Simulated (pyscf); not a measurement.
PySCF, gas phase, ωB97X-D3(BJ)/def2-SVP geometries.

Q: What is the homolytic dissociation enthalpy (298 K, ωB97M-D3(BJ)/def2-TZVP) of the As–As bond of H₃Si–AsH–AsH₂, to H₃Si–AsH• + AsH₂•?

A: As–As to H₃Si–AsH• + AsH₂•: 2.05 eV. The 7 functionals that were run give +1.91 (M06-2X) to +2.43 eV (ωB97X-D3(BJ)). Other isomers of H₃Si–AsH• were not searched in full and may lie lower. Elements up to Kr have no core potential and no relativistic terms here.
